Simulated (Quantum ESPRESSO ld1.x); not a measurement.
Problem. All-electron atom: Tl XXXIV in [Kr] 4d10 4f1 7d1 (not the ground configuration). Calculated with ld1.x of Quantum ESPRESSO 7.5: Dirac Kohn-Sham, relativistic LDA (MacDonald-Vosko exchange, VWN5 correlation), spin-unpolarised, spherical densities, point nucleus; open shells are shared between the two j in proportion to 2j + 1. Some entries of the table are withheld. Estimate them.

orbital,occ.,eigenvalue (Ry),<r> (bohr)
1s1/2,2,-6332.77,0.01639
2s1/2,2,-1206.50,0.06835
2p1/2,2,-1162.42,0.05613
2p3/2,4,-1012.77,0.06489
3s1/2,2,-360.705,0.1769
3p1/2,2,(1),0.1672
3p3/2,4,(2),0.1828
3d3/2,4,-274.701,0.1588
3d5/2,6,-267.485,0.1636
4s1/2,2,-145.849,0.3706
4p1/2,2,-137.241,0.3682
4p3/2,4,-127.503,0.3945
4d3/2,4,(3),0.3863
4d5/2,6,(4),0.3938
4f5/2,0.428571,-94.4068,0.3674
4f7/2,0.571429,-93.8550,0.3706
7d3/2,0.4,-28.7122,1.675
7d5/2,0.6,-28.4835,1.688

Solution. 
(1) 3p1/2 eigenvalue (Ry): -340.914
(2) 3p3/2 eigenvalue (Ry): -307.271
(3) 4d3/2 eigenvalue (Ry): -113.551
(4) 4d5/2 eigenvalue (Ry): -111.549
